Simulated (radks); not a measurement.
Spherical quantum dot in the effective-mass picture: electrons in a hard-walled sphere of radius 6.82, all in effective atomic units (hartree* = m*/eps^2 hartree, bohr* = eps/m* bohr), one dielectric constant everywhere. Calculated with a radial shooting solver with Libxc functionals: non-relativistic Kohn-Sham, LDA (Slater exchange, Perdew-Wang correlation), spin-polarised, spherical densities. Levels are named by radial order and angular momentum (1s, 1p, 1d, 2s, ...), and open shells are averaged over m.

N = 9, configuration 1s2 1p6 1d(up 1, down 0). This is the lowest configuration that the search found. Occupied and some empty levels:

level,occupation,eigenvalue (hartree*),<r> (bohr*)
1s up,1,1.7110,4.495
1s down,1,1.7202,4.482
1p up,3,1.7700,4.683
1p down,3,1.7798,4.678
1d up,1,1.8712,4.848
1d down,0,1.8813,4.846
1f up,0,2.0086,4.986
1f down,0,2.0188,4.986
2s up,0,2.1032,3.112
2s down,0,2.1073,3.109
2p up,0,2.2854,3.608
2p down,0,2.2908,3.604

Energy (hartree*): total 8.52232, kinetic 2.3121, external 0, Hartree 7.9549, exchange-correlation -1.7447.

Electron density:

r (bohr*),n(r) (e/bohr*^3)
0.190,0.0009385
0.530,0.001067
0.869,0.001328
1.21,0.001741
1.55,0.002333
1.89,0.003134
2.23,0.004174
2.57,0.005468
2.91,0.006996
3.25,0.008703
3.59,0.01045
3.93,0.01200
4.27,0.01305
4.61,0.01327
4.95,0.01236
5.29,0.01029
5.62,0.007358
5.96,0.004184
6.30,0.001581
6.64,0.0001828
